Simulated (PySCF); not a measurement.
A structure optimised at PBE-D3(BJ)/def2-SVP, used in a PySCF frequency run:

```
V
O 1 1.5413
Cl 1 2.0947 2 107.08
Cl 1 2.0947 2 107.08 3 -117.64
```
Charge +1, spin multiplicity 1.

Problem. Write its SMILES, formula and point group.

Solution. [O]=[V+]([Cl])[Cl], Cl2OV, Cs

Problem. What are its rotational constants (standard atomic weights)?

Solution. 5.0928, 2.2933, 1.7133 GHz
